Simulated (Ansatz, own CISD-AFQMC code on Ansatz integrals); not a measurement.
C2H5B, SMILES `B[C]C` (lower singlet) (charge 0, multiplicity 1). This singlet lies 0.61 eV below the relaxed triplet at the level frozen-core CCSD(T)/cc-pVTZ // B3LYP-D3(BJ)/def2-TZVP (Ansatz).

Cartesian coordinates (Å):
```xyz
8

B      1.5617     0.0140    -0.1984
C      0.1900     0.0506    -0.0663
C     -1.2261     0.0382     0.1144
H      2.0915     0.8017    -0.9272
H      2.1889    -0.7994     0.4142
H     -1.3532    -0.7943     0.8306
H     -1.6438     0.9240     0.6042
H     -1.8089    -0.2346    -0.7714
```
Charge 0, spin multiplicity 1.

Frozen-core correlation energies in cc-pVDZ at a geometry from B3LYP-D3(BJ)/def2-TZVP, on an HF energy of -103.22655 Ha (<S^2> = 0.00, restricted and unstable towards unrestricted orbitals). Wave-function levels are from Ansatz, the walk from an own CISD-AFQMC code on Ansatz integrals (time step 0.005/Ha, trial state from CCSD amplitudes, largest double 0.07).

| level | correlation energy (mHa) |
|---|---|
| MP2 | -342.9 |
| CCSD | -390.8 |
| CCSD(T) | -404.0 |

### Question
What correlation energy does phaseless AFQMC give, and where does it lie among these levels?

### Answer
-405.3 ± 0.3 mHa (one standard error). AFQMC minus each level: MP2 -62.4 mHa, CCSD -14.5 mHa, CCSD(T) -1.3 mHa.
